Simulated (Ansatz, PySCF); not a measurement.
ZnBr, SMILES [Br][Zn+], charge +1. Atoms are numbered in the order given.

```xyz
2

Zn     0.0000     0.0000    -1.1805
Br     0.0000     0.0000     1.0119
```
Charge +1, spin multiplicity 1.

Coordinates come from a PBE0-D3(BJ)/def2-TZVP optimisation. The spin state was assumed, not searched.

Vertical ionisation energy (IE) and electron affinity (EA) in eV. Rows of orbital energies are one-electron estimates. Where ΔSCF, EOM or ADC give a negative EA the extra electron is unbound and the value depends on the basis.

| level | IE | EA |
|---|---|---|
| −ε(HOMO), −ε(LUMO), CAM-B3LYP/def2-TZVPD (PySCF) | 15.60 | 9.95 |
| −ε(HOMO), −ε(LUMO), M06-2X/def2-TZVPD (PySCF) | … | … |
| −ε(HOMO), −ε(LUMO), PBE/def2-TZVPD (PySCF) | 13.15 | 11.70 |
| ΔSCF, CAM-B3LYP/def2-TZVPD (Ansatz), final states of multiplicity 2 and 2 | 16.81 | 8.75 |
| ΔSCF, PBE/def2-TZVPD (Ansatz), final states of multiplicity 2 and 2 | 16.93 | 8.58 |

Question: Fill in the missing entries. (The exact figures need the calculation; the answer reports its results.)

Answer: 
- −ε(HOMO), −ε(LUMO), M06-2X/def2-TZVPD (PySCF), IE: 15.41
- −ε(HOMO), −ε(LUMO), M06-2X/def2-TZVPD (PySCF), EA: 10.12

Question: What vertical singlet–triplet gap does ΔSCF give with CAM-B3LYP/def2-TZVPD (Ansatz, an electronic-structure program) and with PBE/def2-TZVPD (Ansatz)? (The exact figures need the calculation; the answer reports its results.)

Answer: 2.04 and 2.19 eV (triplet above singlet where positive).
